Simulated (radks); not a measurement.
Problem. Species: Ir III. Configuration: [Kr] 4d10 4f14 5s1.5 5p6 5d7 6s0.5 (fractional occupations, a model configuration). Calculated with a radial shooting solver on a logarithmic mesh with Libxc functionals: Dirac Kohn-Sham, PBE, spin-unpolarised, spherical densities, finite nucleus; open shells fill j = l - 1/2 first; Fermi nuclear charge, rms radius 5.4032 fm. Some entries of the table are withheld. Estimate them.

| orbital | occ. | eigenvalue (eV) | r(max) (bohr) |
|---|---|---|---|
| 1s1/2 | 2 | -76004.94 | 0.01082 |
| 2s1/2 | 2 | -13304.23 | 0.06251 |
| 2p1/2 | 2 | -12748.84 | 0.04620 |
| 2p3/2 | 4 | -11121.32 | 0.05336 |
| 3s1/2 | 2 | -3127.829 | 0.1759 |
| 3p1/2 | 2 | -2878.182 | 0.1644 |
| 3p3/2 | 4 | -2521.828 | 0.1790 |
| 3d3/2 | 4 | -2103.696 | 0.1397 |
| 3d5/2 | 6 | -2026.682 | 0.1437 |
| 4s1/2 | 2 | -683.9834 | 0.3978 |
| 4p1/2 | 2 | -578.4877 | 0.3965 |
| 4p3/2 | 4 | -494.2087 | 0.4268 |
| 4d3/2 | 4 | (1) | (2) |
| 4d5/2 | 6 | (3) | (4) |
| 5s1/2 | 1.5 | -118.2111 | 0.8906 |
| 4f5/2 | 6 | -84.9674 | (5) |
| 5p1/2 | 2 | -84.9153 | (6) |
| 4f7/2 | 8 | -81.8408 | (7) |
| 5p3/2 | 4 | -71.1393 | (8) |
| 5d3/2 | 4 | -26.9537 | 1.256 |
| 5d5/2 | 3 | -25.5597 | 1.294 |
| 6s1/2 | 0.5 | -22.2239 | 2.229 |
| 6p1/2 | 0 | (9) | (10) |
| 6p3/2 | 0 | (11) | (12) |

Solution. 
(1) 4d3/2 eigenvalue (eV): -320.9685
(2) 4d3/2 r(max) (bohr): 0.4211
(3) 4d5/2 eigenvalue (eV): -305.3182
(4) 4d5/2 r(max) (bohr): 0.4306
(5) 4f5/2 r(max) (bohr): 0.3927
(6) 5p1/2 r(max) (bohr): 0.9453
(7) 4f7/2 r(max) (bohr): 0.3974
(8) 5p3/2 r(max) (bohr): 1.025
(9) 6p1/2 eigenvalue (eV): -15.6177
(10) 6p1/2 r(max) (bohr): 2.625
(11) 6p3/2 eigenvalue (eV): -14.1698
(12) 6p3/2 r(max) (bohr): 2.868
